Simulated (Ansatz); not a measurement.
**AlFH4NSi: structure from calculated spectroscopic constants**

These gas-phase data were calculated for one isomer of AlFH4NSi at PBE0-D3(BJ)/def2-SVP (harmonic, unscaled wavenumbers; equilibrium rotational constants with average atomic masses):

```
rotational constants            : 22.54, 1.745, 1.632 GHz
all wavenumbers above 1500 cm⁻¹ : 3596, 2203, 2158, 2020
```

Candidates:

(1) `[NH2][Al]([F])[SiH2]`, a doublet
(2) `[F][Al][NH][SiH3]`, a doublet
(3) `[F][AlH][NH][SiH2]`, a doublet

Problem. Which candidate do the data belong to?

Solution. Candidate (3). The band at 2020 cm⁻¹ lies where the Al–H stretch is expected; (1), (2) have no mode between 1700 and 2050 cm⁻¹.

The same quantities for all candidates:

```
     rotational constants (GHz)   wavenumbers above 1500 cm⁻¹  E above the lowest, PBE0-D3(BJ)/def2-SVP (kcal/mol)
(1)         6.141, 2.651, 1.855  3712, 3617, 2248, 2223, 1522                                                  5.5
(2)         10.08, 2.301, 1.915        3602, 2259, 2217, 2208                                                  0.0
(3)         22.54, 1.745, 1.632        3596, 2203, 2158, 2020                                                  4.5
```

Each candidate is one conformer. Open shells are spin-unrestricted. Programs: Ansatz 0.2.0.
